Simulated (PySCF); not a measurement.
# Dipole moment and polarisability of `C=C[Si@@H](Cl)N=C`

Species: C₃H₆ClNSi.
Structure used (GFN2-xTB), in Å, numbered top down from 1:
```xyz
12
C3H6ClNSi angstrom
C      1.8175    0.6893    1.0670
C      1.3770   -0.5419    0.8617
Si    -0.0809   -0.9908   -0.2388
Cl    -1.1911   -2.4023    0.7292
N     -0.9051    0.4849   -0.5765
C     -2.0473    0.9169   -0.3180
H      1.3445    1.5380    0.6018
H      2.6614    0.9018    1.7059
H      1.8842   -1.3639    1.3527
H      0.2797   -1.5071   -1.5532
H     -2.3215    1.9177   -0.6430
H     -2.8171    0.3566    0.2209
```

Level: PBE0/def2-SVPD (PySCF), static field, nuclei fixed, core orbitals frozen in the response. The polarisability tensor in these axes (au):

```
x   89.72  2.52  4.87
y    2.52 90.86 -1.77
z    4.87 -1.77 66.37
```

Diagonalise the tensor; give its mean and Δα, where Δα² is half the sum of the squared differences of the eigenvalues.

Principal values 65.20, 88.75 and 93.00 au; mean 82.32 au = 12.20 Å³ = 13.57 × 10⁻⁴⁰ C²·m²/J; Δα = 25.94 au (32 % of the mean).

What is the dipole moment, and where does it point?

(-0.14, 1.34, 0.29) D, 1.38 D in size, pointing from the negative to the positive side. Measured along this direction, the outermost atoms are Cl4 at the negative end and H11 at the positive end.

How large is μ²/3kT at 298 K beside α?

In Gaussian units μ²/3kT = 15.49 Å³ against 12.20 Å³, a ratio of 1.27; the Debye molar polarisation (4π/3)N_A(α + μ²/3kT) is 69.8 cm³/mol, leaving out the vibrational part.

Along which axes do the principal values lie, and how far do the nuclei extend along each?

Largest value along (0.68, 0.73, 0.07), where the nuclei span 5.10 Å; middle along (0.71, -0.67, 0.21), 5.61 Å; least along (-0.20, 0.09, 0.98), 2.91 Å. The strongest response doesn't lie along the longest of the three spans.

What would n − 1 = 2πNα be for an ideal gas of these molecules at 273.15 K and 1 atm, electronic part alone?

N = p/kT = 2.6868 × 10¹⁹ cm⁻³, so n − 1 = 2π × N × 12.20 × 10⁻²⁴ cm³ = 2059 × 10⁻⁶ at long wavelengths, for an ideal gas.

Rayleigh depolarisation ratio (linearly polarised light, static tensor)?

ρ = 3Δα²/(45ᾱ² + 4Δα²) = 2019.0/(304914 + 2692.0) = 0.00656.

Form Σ f/ω² (atomic units) for the 8 lowest TDDFT singlets, given as eV and f, and set it beside the mean polarisability, which is this sum over all singlets: 4.12, 0.0001; 5.57, 0.0201; 6.07, 0.0021; 6.49, 0.0029; 6.54, 0.0823; 6.88, 0.0163; 7.09, 0.0315; 7.20, 0.1831.

They add up to 5.34 au, 6.5 % of the 82.32 au; the largest single term is 2.62 au, from the state at 7.20 eV. Terms in order: 0.01, 0.48, 0.04, 0.05, 1.43, 0.26, 0.46, 2.62 au. Higher excitations give the rest. The strengths listed sum to 0.338.

Isolated species at its GFN2-xTB geometry (one conformer only).
